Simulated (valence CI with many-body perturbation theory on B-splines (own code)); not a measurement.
# Nb XXXVI: calculated level list

Calculated by relativistic CI+MBPT: four valence electrons over a frozen Dirac-Fock core [He], a basis of 11 s, 11 p, 9 d, 7 f, 5 g, 2 h, 1 i functions for each j, with the one-electron correlation potential Σ1 (screened to all orders), the two-electron term Σ2, the three-electron term Σ3, Breit, model QED; selected single and double excitations, second order for the rest (own B-spline code, finite nucleus).

No measured spectrum was set against this ion. As an estimate, large intervals hold to a few tenths of a per cent, small ones and those within an open d or f shell to about a per cent. Among the levels kept, up to 270 cm⁻¹ of a level comes from second order outside the variational space, and about a tenth of that is noise between levels of different J, which matters for small intervals.

Levels 91 to 109 of 109, with energies above the lowest level, (2s^2 2p1/2^2) J=0. "Leading %" is the weight of the configuration and term that name the level; weights of strongly mixed levels are sums over their largest components and can fall short. In the jj column 3d3/2^4 stands for four electrons in 3d with j = 3/2.

| No. | Configuration | Term | J | E (eV) | Leading % | g | Second component | Leading jj |
| --- | --- | --- | --- | --- | --- | --- | --- | --- |
| 91 | 2s 2p2 3p | 3D° | 2 | 3028.2 | 34 | 1.211 | 26 % 2s 2p2 3p 3P° | 2s 2p1/2 2p3/2 3p3/2 (90 %) |
| 92 | 2s 2p2 3s | 3P | 2 | 3030.4 | 38 | 1.262 | 31 % 2s 2p2 3s 1D | 2s 2p3/2^2 3s (90 %) |
| 93 | 2s 2p2 3d | 5F | 5 | 3031.5 | 61 | 1.316 | 38 % 2s 2p2 3d 3G | 2s 2p1/2 2p3/2 3d5/2 (92 %) |
| 94 | 2s 2p2 3d | 3D | 1 | 3032.3 | 36 | 1.042 | 33 % 2s 2p2 3d 3P | 2s 2p1/2 2p3/2 3d5/2 (91 %) |
| 95 | 2s 2p2 3d | 5D | 3 | 3035.5 | 37 | 1.317 | 27 % 2s 2p2 3d 3D | 2s 2p1/2 2p3/2 3d3/2 (57 %) |
| 96 | 2s 2p2 3p | 3P° | 1 | 3035.6 | 43 | 1.296 | 20 % 2s 2p2 3p 3S° | 2s 2p1/2 2p3/2 3p3/2 (92 %) |
| 97 | 2s 2p2 3d | 5P | 2 | 3035.6 | 39 | 1.520 | 19 % 2s 2p2 3d 3D | 2s 2p1/2 2p3/2 3d3/2 (85 %) |
| 98 | 2s 2p2 3p | 3P° | 0 | 3035.7 | 87 |  | 12 % 2s 2p2 3p 1S° | 2s 2p1/2 2p3/2 3p3/2 (97 %) |
| 99 | 2s 2p2 3p | 3D° | 2 | 3036.6 | 44 | 1.167 | 24 % 2s 2p2 3p 1D° | 2s 2p1/2 2p3/2 3p3/2 (88 %) |
| 100 | 2s 2p2 3d | 5P | 1 | 3037.8 | 56 | 2.092 | 18 % 2s 2p2 3d 3P | 2s 2p1/2 2p3/2 3d3/2 (86 %) |
| 101 | 2s 2p2 3p | 3P° | 1 | 3041.1 | 58 | 1.292 | 14 % 2s 2p2 3p 1P° | 2s 2p1/2 2p3/2 3p3/2 (87 %) |
| 102 | 2s 2p2 3d | 3F | 2 | 3047.9 | 30 | 1.106 | 28 % 2s 2p2 3d 3P | 2s 2p1/2 2p3/2 3d5/2 (75 %) |
| 103 | 2s 2p2 3d | 3D | 3 | 3049.4 | 61 | 1.249 | 20 % 2s 2p2 3d 1F | 2s 2p1/2 2p3/2 3d5/2 (75 %) |
| 104 | 2s 2p2 3d | 3F | 4 | 3052.7 | 53 | 1.193 | 26 % 2s 2p2 3d 1G | 2s 2p1/2 2p3/2 3d5/2 (69 %) |
| 105 | 2s 2p2 3d | 3D | 1 | 3054.1 | 56 | 0.846 | 20 % 2s 2p2 3d 3P | 2s 2p1/2 2p3/2 3d5/2 (86 %) |
| 106 | 2s 2p2 3d | 3P | 0 | 3055.7 | 75 |  | 19 % 2s 2p2 3d 1S | 2s 2p1/2 2p3/2 3d5/2 (87 %) |
| 107 | 2s 2p2 3d | 3G | 3 | 3065.4 | 60 | 0.871 | 20 % 2s 2p2 3d 1F | 2s 2p1/2 2p3/2 3d3/2 (96 %) |
| 108 | 2s 2p2 3p | 3P° | 2 | 3068.6 | 32 | 1.466 | 22 % 2s 2p2 3p 3D° | 2s 2p3/2^2 3p1/2 (91 %) |
| 109 | 2s 2p2 3d | 3F | 2 | 3070.3 | 49 | 0.882 | 26 % 2s 2p2 3d 1D | 2s 2p1/2 2p3/2 3d3/2 (77 %) |
